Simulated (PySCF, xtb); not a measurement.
F₂HOS, SMILES [OH+]=S(F)F, charge +1.

Harmonic wavenumbers (cm⁻¹) from xtb with GFN2-xTB at its own minimum, in rising order: 245, 278, 325, 439, 609, 728, 774, 943, 3377.

Task: What does PySCF 2.14.0 with PBE-D3(BJ)/def2-SVP give at its own minimum? (Estimate from the structure and the level; the computed values follow.)

Result: 291, 352, 448, 461, 837, 870, 912, 1060, 3439. Paired by order, the mean absolute difference is 106 cm⁻¹ and the zero-point energies are 11.0 and 12.4 kcal/mol.
